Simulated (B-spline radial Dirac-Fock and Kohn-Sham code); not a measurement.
# Width and fluorescence yield of the M2 (3p1/2) hole, Kr to Xe

Model: independent-particle radiative and Coulomb Auger rates from relativistic LDA hole-state orbitals, with Dirac-Fock energies. Program: a radial finite-basis atomic code. Free neutral atoms. Recommended widths: Campbell and Papp (2001); yields: xraylib tables.

```
 Z  element  Γ (eV)  recommended Γ         ω  Coster-Kronig yield
36       Kr    2.83           1.60  0.000113                0.973
37       Rb    2.22           1.90  0.000162                0.958
38       Sr    2.47           1.90  0.000164                0.955
40       Zr    2.79           2.00  0.000186                0.946
41       Nb    2.84           2.05  0.000208                0.939
42       Mo       ?              ?         ?                    ?
43       Tc    3.19           2.15  0.000249                0.931
44       Ru    3.40           2.20  0.000275                0.928
45       Rh    3.57           2.25  0.000307                0.924
46       Pd    3.68           2.35  0.000355                0.920
47       Ag    3.88           2.45  0.000399                0.917
48       Cd    4.08           2.55  0.000449                0.914
49       In    4.02           2.70  0.000536                0.905
50       Sn    4.20           2.85  0.000599                0.902
51       Sb    4.40           3.00  0.000666                0.898
52       Te    4.60           3.20  0.000739                0.895
53        I    4.80           3.35  0.000817                0.892
54       Xe    5.00           3.50  0.000902                0.889
```

Task: What does the model give for Mo?

Result: Γ = 2.97 eV, ω = 0.000230, Coster-Kronig yield 0.934; the recommended width is 2.10 eV.

Values without a named source are computed, but for edge energies of neutral atoms, which are taken from tables.
